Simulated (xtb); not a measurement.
BrZn (SMILES [Zn][Br]), doublet, geometry from GFN2-xTB (such geometries of metal compounds can be far from the true shape) (the spin is typed, not shown lowest); GFN0-xTB (xtb).

xtb was given this input:
```
$ xtb mol.xyz --gfn 0 --uhf 1 --acc 1000 --json

# file mol.xyz
2

Zn    -0.00000000    -0.00000000    -1.31529867
Br     0.00000000     0.00000000     1.12739886
```

The log (banner, timings and long lists left out):

```
   ID    Z sym.   atoms
    1   30 Zn     1
    2   35 Br     2

           -------------------------------------------------
          |                Calculation Setup                |
           -------------------------------------------------

           -------------------------------------------------
          |                 G F N 0 - x T B                 |
           -------------------------------------------------

          ...................................................
          :                      SETUP                      :
          :.................................................:
          :  # basis functions                  14          :
          :  # atomic orbitals                  13          :
          :  # shells                            5          :
          :  # electrons                         9          :
          :  electronic temp.          300.0000000     K    :
          :  accuracy                 1000.0000000          :
          :  -> integral cutoff          0.2000000E+02      :
          :  -> integral neglect         0.1000000E-04      :
          ...................................................

         :::::::::::::::::::::::::::::::::::::::::::::::::::::
         ::                     SUMMARY                     ::
         :::::::::::::::::::::::::::::::::::::::::::::::::::::
         :: total energy              -4.467868800499 Eh    ::
         :: gradient norm              0.007861104781 Eh/a0 ::
         :: HOMO-LUMO gap              7.125348814539 eV    ::
         ::.................................................::
         :: H0 energy                 -4.462250062759 Eh    ::
         :: repulsion energy           0.001250375821 Eh    ::
         :: electrostat energy        -0.006590944320 Eh    ::
         :: -> Gsolv                   0.000000000000 Eh    ::
         ::    -> Gsasa                0.000000000000 Eh    ::
         ::    -> Gshift               0.000000000000 Eh    ::
         :: dispersion energy         -0.000278169241 Eh    ::
         :: short-range corr.          0.000000000000 Eh    ::
         :: add. restraining           0.000000000000 Eh    ::
         :: total charge              -0.000000000000 e     ::
         :::::::::::::::::::::::::::::::::::::::::::::::::::::

           -------------------------------------------------
          |                Property Printout                |
           -------------------------------------------------

[...]
      -------------------------------------------------------------
         1        2.0000           -0.7325402             -19.9334
         2        2.0000           -0.4543021             -12.3622
         3        2.0000           -0.4328960             -11.7797
         4        2.0000           -0.4328960             -11.7797
         5        1.0000           -0.3569815              -9.7140 (HOMO)
         6                         -0.0951298              -2.5886 (LUMO)
         7                         -0.0951298              -2.5886
         8                         -0.0382864              -1.0418
         9                         -0.0382864              -1.0418
        10                         -0.0325474              -0.8857
        11                         -0.0012970              -0.0353
        12                         -0.0012970              -0.0353
        13                          0.3589851               9.7685
      -------------------------------------------------------------
                  HL-Gap            0.2618518 Eh            7.1253 eV
             Fermi-level            0.0000000 Eh            0.0000 eV

     #   Z          covCN         q      C6AA      α(0)
     1  30 Zn       0.777    -0.082   318.922    42.567
     2  35 Br       0.777     0.082   178.122    21.531

 Mol. C6AA /au·bohr⁶  :        945.746476
 Mol. C8AA /au·bohr⁸  :      67635.997949
 Mol. α(0) /au        :         64.097605

Wiberg/Mayer (AO) data.
largest (>0.10) Wiberg bond orders for each atom

 ---------------------------------------------------------------------------
     #   Z sym  total        # sym  WBO       # sym  WBO       # sym  WBO
 ---------------------------------------------------------------------------
     1  30 Zn   0.874 --     2 Br   0.874
     2  35 Br   0.874 --     1 Zn   0.874
 ---------------------------------------------------------------------------

Topologies differ in total number of bonds
Writing topology from bond orders to xtbtopo.mol

 dipole moment from electron density (au)
     X       Y       Z
   0.0000   0.0000  -2.1813  total (Debye):    5.544

           -------------------------------------------------
          | TOTAL ENERGY               -4.467868800499 Eh   |
          | GRADIENT NORM               0.007861104781 Eh/α |
          | HOMO-LUMO GAP               7.125348814539 eV   |
           -------------------------------------------------

normal termination of xtb
```
